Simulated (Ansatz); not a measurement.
A nudged elastic band was laid between two geometries of BCl2H2N + H2 (8 atoms, charge 0, multiplicity 1).

All numbers below come from Ansatz 0.2.0, RHF/def2-SVP.

| Property | Result |
| --- | --- |
| movable images | 9 |
| climbing image | yes |
| spring | 5.0 eV/Å² |
| optimiser | quadratic models (default) |
| start path | through a guess of the saddle point |
| force threshold | 0.03 eV/Å |
| iteration limit | 60 |
| end points | relaxed |

Initial state:

```xyz
8
Properties=species:S:1:pos:R:3
B 0.089 -0.600 0.288
N 0.100 -0.662 1.669
H -0.727 -0.829 2.204
H 0.935 -0.544 2.204
Cl 1.592 -0.302 -0.608
Cl -1.428 -0.819 -0.608
H -0.735 3.162 0.426
H -0.616 3.047 1.155
```

Final state:

```xyz
8
Properties=species:S:1:pos:R:3
B -0.032 0.479 0.071
N -0.146 0.293 1.686
H -0.315 -0.677 1.910
H 0.711 0.577 2.136
Cl 1.411 -0.579 -0.411
Cl -1.661 -0.125 -0.575
H 0.151 1.644 -0.139
H -0.909 0.841 2.053
```

(1) What changes between the two ends?

(2) What energy profile does the band end with?

(3) What is the geometry of the highest image?

## Answers

(1) Bonds broken: H7–H8. Bonds formed: B1–H7, N2–H8. BCl2H2N + H2 becomes BCl2H4N.

(2) The run converged. The highest image is number 5 of 0 to 10, 56.6 kcal/mol above the first end and 57.5 kcal/mol above the last; the last end lies 1.0 kcal/mol below the first. Neighbouring images differ by up to 1.5 eV, so the band resolves the path poorly. A vibrational analysis at the climbing image gives one clearly imaginary mode, 1852i cm⁻¹: a first-order saddle point. The orbitals stay closed-shell, which can raise the energy where a bond breaks towards radicals; this wasn't checked here.

| image | path coordinate (Å) | energy (kcal/mol) | H7–H8 (Å) | B1–H7 (Å) | N2–H8 (Å) |
| --- | --- | --- | --- | --- | --- |
| 0 | 0.00 | 0.0 | 0.75 | 3.85 | 3.81 |
| 1 | 0.58 | 0.1 | 0.75 | 3.41 | 3.33 |
| 2 | 1.16 | 1.1 | 0.74 | 2.96 | 2.88 |
| 3 | 1.75 | 5.7 | 0.74 | 2.47 | 2.43 |
| 4 | 2.33 | 25.3 | 0.75 | 1.90 | 1.92 |
| 5 | 2.91 | 56.6 | 0.99 | 1.38 | 1.36 |
| 6 | 3.40 | 22.3 | 1.53 | 1.23 | 1.04 |
| 7 | 3.90 | 3.0 | 2.11 | 1.20 | 1.00 |
| 8 | 4.39 | 0.7 | 2.38 | 1.20 | 1.01 |
| 9 | 4.89 | -0.4 | 2.46 | 1.20 | 1.01 |
| 10 | 5.38 | -1.0 | 2.56 | 1.20 | 1.01 |

(3) 
```xyz
8
Properties=species:S:1:pos:R:3:forces:R:3
B -0.095 0.278 0.246 -0.01 0.00 -0.01
N -0.073 0.111 1.778 0.02 0.02 0.00
H -0.842 -0.389 2.186 -0.01 0.01 0.00
H 0.809 -0.138 2.187 0.00 0.00 0.00
Cl 1.509 0.017 -0.556 0.00 0.00 0.00
Cl -1.574 -0.401 -0.550 0.00 0.00 0.00
H -0.281 1.646 0.249 0.00 0.00 0.01
H -0.244 1.330 1.191 0.00 -0.03 0.00
```

Time of the run: 2.4 min on 1 thread of Arm Neoverse V2, with other jobs on the host, peak memory 0.15 GiB.
